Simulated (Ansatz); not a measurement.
Cost and result for the atomization energy of CHBClF$_{2}$N, SMILES `N=C(F)B(F)Cl` (7 atoms, 6 bonds).

The species carries charge 0 and has multiplicity 1. The structure was optimised at the PBE0-D4/def2-TZVP level. It is one conformer, not always the lowest. Program: Ansatz. All runs use 4 threads of an AMD EPYC 9R45 on a shared host. Times are those of one run each, without the atoms' runs, and a repeat can differ threefold. Electronic energies, without spin–orbit coupling; frozen cores. CCSD(T)/CBS adds CCSD(T) − MP2 in def2-TZVPP to the MP2 limit, and its time is that of the two runs behind it. T1 = 0.014. B3LYP takes the VWN-RPA correlation (the form of Gaussian; ORCA's B3LYP/G).

CCSD(T)/CBS is a level of theory with its own doubt, some kJ/mol a heavy atom from the limit and from the frozen cores, so smaller differences don't rank the functionals.

| level | functions | wall time |
| --- | --- | --- |
| LDA (SPW92)/def2-TZVPP | 211 | 0.45 s |
| revPBE-D4/def2-TZVPP | 211 | 0.65 s |
| BLYP-D4/def2-TZVPP | 211 | 0.7 s |
| PBE-D4/def2-TZVPP (with forces) | 211 | 0.8 s |
| B3LYP-D4/def2-TZVPP (with forces) | 211 | 1.4 s |
| r2SCANh-D4/def2-TZVPP | 211 | 1.5 s |
| CCSD(T)/def2-SVP | 93 | 1.6 s |
| ωB97X-V/def2-TZVPP | 211 | 2.1 s |
| B97M-V/def2-TZVPP | 211 | 2.4 s |
| ωB97M-V/def2-TZVPP (with forces) | 211 | 2.9 s |
| MP2/def2-QZVPP | 385 | 5 s |
| CCSD(T)/def2-TZVPP | 211 | 30 s |
| CCSD(T)/CBS(def2) | – | 35 s |

(1) What atomization energy does each give, and how far from CCSD(T)/CBS? (An estimate is asked.)

Answers

(1) The calculation gave: 
```tsv
level	atomization (kJ/mol)	difference from CCSD(T)/CBS	per bond
LDA (SPW92)/def2-TZVPP	3537.7	599.8	100.0
revPBE-D4/def2-TZVPP	2996.1	58.2	9.7
BLYP-D4/def2-TZVPP	2999.5	61.6	10.3
PBE-D4/def2-TZVPP (with forces)	3110.2	172.3	28.7
B3LYP-D4/def2-TZVPP (with forces)	2955.0	17.1	2.9
r2SCANh-D4/def2-TZVPP	2944.6	6.7	1.1
CCSD(T)/def2-SVP	2794.3	-143.6	-23.9
ωB97X-V/def2-TZVPP	2966.0	28.1	4.7
B97M-V/def2-TZVPP	2979.9	42.0	7.0
ωB97M-V/def2-TZVPP (with forces)	2978.8	40.9	6.8
MP2/def2-QZVPP	3041.9	104.0	17.3
CCSD(T)/def2-TZVPP	2849.7	-88.2	-14.7
CCSD(T)/CBS(def2)	2937.9	0.0	0.0
```

Leaving LDA and LC-ωPBE aside and taking each functional with its dispersion term where it has one, the values, not all of them listed here, spread over 310.3 kJ/mol, from BHLYP-D4 to PBE-D4. LDA lies +442.3 kJ/mol from PBE without D4, its usual overbinding. In def2-TZVPP, CCSD(T) changes the Hartree–Fock value by +817.3 kJ/mol (the triples alone add +72.5 kJ/mol) and MP2 by +957.4 kJ/mol; breaking electron pairs costs correlation energy, which Hartree–Fock lacks. From BLYP to BHLYP (50 % exact exchange), in def2-TZVPP and without D4, the atomization energy moves by −183.9 kJ/mol: exact exchange takes away binding that semilocal exchange gives to molecules.
